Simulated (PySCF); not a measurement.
Exercise with solution: chemical shift, span and skew from a shielding tensor

C3H5N3, SMILES N#C/N=C\CN. Atoms are numbered in the order given.

```xyz
11

N      2.4544    -0.7118     0.6289
C      1.6270    -0.3755    -0.1206
N      0.7650    -0.0327    -1.0818
C     -0.3987     0.4369    -0.8172
C     -1.0341     0.6297     0.5352
N     -2.2821    -0.1074     0.6763
H     -1.0292     0.6776    -1.6887
H     -1.2349     1.7060     0.6810
H     -0.3300     0.3260     1.3266
H     -2.9907     0.2120     0.0162
H     -2.1413    -1.1047     0.5172
```
Charge 0, spin multiplicity 1.

Geometry: B3LYP-D3(BJ)/def2-SVP. The structure was generated by enumeration; whether it is a known compound was not checked. One conformer was computed; it need not be the lowest.

GIAO shieldings from KT2/pcSseg-1 (PySCF), non-relativistic, no solvent. The symmetric part of the tensor of C4 has the principal values -111.9, 14.5, 110.5 ppm. The same nucleus in TMS has σ = 185.1 ppm at this level (PySCF, at its B3LYP-D3(BJ)/def2-TZVP geometry).

Question: Work out the isotropic shielding, the ¹³C shift against TMS, the span and the skew.

Answer: 
σ(iso) = (σ11 + σ22 + σ33)/3 = 4.4 ppm. δ = σ(ref) − σ(iso) = 185.1 − (4.4) = 180.7 ppm.
Span Ω = σ33 − σ11 = 222.4 ppm. Skew κ = 3(σ(iso) − σ22)/Ω = -0.14. Tumbling in solution averages the tensor to δ; in a static solid the shielding alone would spread this spin-1/2 line over Ω.
